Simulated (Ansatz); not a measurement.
`O[SiH2]N[SiH2][SiH3]` + `Cl[SiH2]Br` → `O[SiH2]N[SiH2]Cl` + `[SiH3][SiH2]Br`  (redistribution)

Isolated molecules relaxed with PBE0-D4/def2-TZVP in Ansatz; ΔE leaves out vibrations. CBS: MP2 limit from def2 TZ/QZ plus the TZ coupled-cluster correction, frozen cores. Functionals use def2-TZVPP. For Br outer-core shells are correlated without core-valence functions, which leaves a few kJ/mol of doubt a bond. Scalar relativity is left out up to krypton. Each species was taken in one conformer, which may not be the lowest.

`O[SiH2]N[SiH2][SiH3]`:

Z-matrix (Å, degrees):
```
Si
N 1 1.717
O 1 1.644 2 114.8
H 1 1.479 2 110.5 3 -116.5
H 1 1.487 2 105.2 3 122.1
Si 2 1.733 1 129.1 3 -104.1
H 2 1.012 1 115.6 3 72.2
H 3 0.958 1 117.7 2 61.8
Si 6 2.343 2 111.3 1 3.9
H 6 1.492 2 110.4 1 123.9
H 6 1.492 2 111.6 1 -118.2
H 9 1.486 6 112.8 2 -70.0
H 9 1.490 6 107.4 2 170.5
H 9 1.489 6 111.0 2 52.4
```

`Cl[SiH2]Br`:

```xyz
5

Cl   -0.768   -0.760    1.659
Si   -0.087   -0.043   -0.127
Br    1.729    1.172    0.173
H    -1.131    0.819   -0.714
H     0.257   -1.188   -0.991
```

`O[SiH2]N[SiH2]Cl`:

```xyz
11

O    -2.311   -0.894    0.708
Si   -0.770   -0.445    1.051
N     0.281   -0.533   -0.317
Si    1.190    0.735   -1.015
Cl    3.055    0.964   -0.163
H    -2.785   -0.393    0.042
H    -0.687    0.969    1.499
H    -0.360   -1.395    2.108
H     0.487   -1.462   -0.662
H     1.432    0.448   -2.447
H     0.468    2.007   -0.805
```

`[SiH3][SiH2]Br`:

Cartesian coordinates in Å:
```
Si 1.104 -0.056 -0.502
Si -1.069 -0.102 0.357
Br -1.282 1.578 1.809
H 1.282 -1.166 -1.477
H 2.076 -0.218 0.610
H 1.337 1.242 -1.184
H -2.094 0.086 -0.700
H -1.355 -1.364 1.086
```

| level | ΔE (kcal/mol) |
| --- | --- |
| r2SCAN | -5.0 |
| MP2/CBS(def2) | -4.9 |

**Question.** What does CCSD(T)/CBS give? (An estimate is asked.)

**Answer.** Computed: -4.9 kcal/mol. The listed levels differ from it by -0.1, 0.0 kcal/mol.

Largest T1 diagnostic among the species: 0.012.

In def2-TZVPP, CCSD(T) changes the Hartree–Fock value by +1.9 kcal/mol (the triples alone add +0.3 kcal/mol) and MP2 by +1.9 kcal/mol. The D4 term adds +1.0 kcal/mol with B3LYP and +0.6 kcal/mol with PBE0; it sums over pairs of atoms, weighted by their polarisabilities, and B3LYP, whose exchange is more repulsive, gets the larger term.

B3LYP here is the variant with VWN-RPA as its local correlation; programs differ in this.
